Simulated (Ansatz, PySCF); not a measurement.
Ligand exchange on a metal centre used in film growth or etching (Zr Cl-F). All species are isolated molecules in the gas phase.

Quantity: redistribution energy (mixed species minus the weighted end members), in kcal/mol.

Level 1: frozen-core MP2/def2-TZVPP // r2SCAN-D4/def2-SVP (Ansatz, a program for electronic structure)
Level 2: BP86/6-31G* (LANL2DZ on Zr) // r2SCAN-D4/def2-SVP (PySCF)
Level 3: PBE/6-31G* (LANL2DZ on Zr) // r2SCAN-D4/def2-SVP (PySCF)
Level 4: SVWN5/6-31G* (LANL2DZ on Zr) // r2SCAN-D4/def2-SVP (PySCF)

```
species                                 level 1  level 2  level 3  level 4
--------------------------------------  -------  -------  -------  -------
1 of 4 Cl replaced by F: [Zr(Cl)3(F)]      0.98    -0.40    -0.45    -0.29
2 of 4 Cl replaced by F: [Zr(Cl)2(F)2]     1.18    -0.72    -0.77    -0.55
3 of 4 Cl replaced by F: [Zr(Cl)(F)3]      0.78    -0.69    -0.73    -0.56
```
